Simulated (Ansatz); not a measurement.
Input for Ansatz (a program for electronic structure): R-wB97M-V/def2-TZVPPD on CH4OSe (a complex), monomers drawn apart or pushed together. Files ending in .json are basis or fitting sets from the Basis Set Exchange.

Ansatz 0.2 input:
```yaml
crystal:
  periodic: [false, false, false]
  atoms:
    - {symbol: C, position_ang: [0.35369503, 0.06697859, -0.32921508]}
    - {symbol: O, position_ang: [1.08376514, -0.66806895, 0.27787216]}
    - {symbol: H, position_ang: [0.20414094, -0.03381530, -1.42102299]}
    - {symbol: H, position_ang: [-0.20388032, 0.87851390, 0.17369570]}
    - {symbol: Se, position_ang: [0.94936490, 1.43402535, 5.67888459]}
    - {symbol: H, position_ang: [0.50906757, 0.03443669, 5.65962861]}
    - {symbol: H, position_ang: [0.30301295, 1.66947515, 6.98074615]}
basis:
  gaussian:
    orbitals: def2-TZVPPD.json
hamiltonian:
  xc: {name: wB97M-V}
scf: {lower_state_search: off}
```

The log:

```
WARN ansatz: RAYON_NUM_THREADS=1 ignored (pool sized by the plan → 1); use --threads N
Functional definition: wB97M-V
these checks for a lower state are left out or cut short: stability, starts, cluster_reference, orbital_swaps, neighbouring_geometries, increment
integrals: 0.13 GiB planned
1031 factors; their error is unknown
integrals: 0.16 GiB planned
285 factors; integrals over basis functions are off by at most 4.0e-5 eV
mean field: 1.08 GiB planned
mean field evaluation 1: about -68491.1626 eV, gradient 4.0e1 eV
mean field evaluation 2: about -68489.4495 eV, gradient 5.4e1 eV
mean field evaluation 4: about -68494.0401 eV, gradient 1.4e0 eV
mean field evaluation 8: about -68494.0511 eV, gradient 3.0e-2 eV
mean field evaluation 16: about -68494.2147 eV, gradient 3.6e-5 eV
mean field -68494.21469146 eV, -2517.1159628649 hartree, gradient 7.8e-6 eV, S^2 0.000000; 0 other end points of the search recorded, 0 dependent functions left out
reference -68494.21477496 eV, -2517.1159659335 hartree; 26, 26 occupied and 176, 176 virtual orbitals, 1031 factors
Total energy: -68494.21477496 eV, -2517.1159659335 hartree
Checks for a lower state left out: stability, starts, cluster_reference, orbital_swaps, neighbouring_geometries, increment
```

The run converged.

Cost: roughly 9 core-seconds.
